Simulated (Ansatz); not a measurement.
CH7BClNSi (`C[SiH2]NBCl`), charge 0, multiplicity 1.

(1) Give a relaxed structure at PBE0-D4/def2-TZVP (Ansatz 0.2.0). (An estimate is asked.)

Answers

(1) Computed: 
```xyz
12

C    -0.585    1.225   -1.387
Si   -0.586   -0.435   -0.543
N     0.067   -0.332    1.078
B     1.277   -0.863    1.518
Cl    1.791   -0.644    3.197
H    -1.179    1.952   -0.827
H    -1.014    1.144   -2.390
H     0.431    1.613   -1.480
H    -1.981   -0.945   -0.452
H     0.259   -1.412   -1.272
H    -0.478    0.168    1.769
H     1.997   -1.471    0.789
```
This is one stationary point; other conformers may exist.
